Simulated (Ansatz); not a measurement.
Molecule: sum formula AlOF₂H, charge 0, multiplicity 1. SMILES: [OH][Al]([F])[F]
Structure (B3LYP-D3(BJ)/def2-TZVP (Ansatz, a first-principles code) minimum search):
```
Al
F 1 1.6384
F 1 1.6431 2 118.54
O 1 1.6783 2 118.97 3 180.00
H 4 0.9580 1 124.22 2 180.00
```

Atomisation energy built up term by term with Ansatz (kcal/mol; UHF references for open shells; valence terms freeze the core; atomic spin-orbit terms are left out). Basis-set limits of correlation are two-point, X^-3; Hartree-Fock from the larger set (for Q and 5 zeta extrapolated as (X+1)exp(-9√X)).

| term | basis | kcal/mol |
|---|---|---|
| Hartree-Fock | CBS(cc-pV(Q+d)Z,cc-pV(5+d)Z) | 370.01 |
| CCSD correlation | CBS(cc-pV(Q+d)Z,cc-pV(5+d)Z) | … |
| (T) | CBS(cc-pV(Q+d)Z,cc-pV(5+d)Z) | … |
| core correlation | cc-pwCVTZ | -0.29 |
| scalar relativity (X2C) | cc-pVTZ-DK against cc-pVTZ | -1.34 |
| sum: De |  | … |

Q: What belongs in the gaps?

A: 
- CCSD correlation, kcal/mol: 132.35
- (T), kcal/mol: 9.77
- sum: De, kcal/mol: 510.5
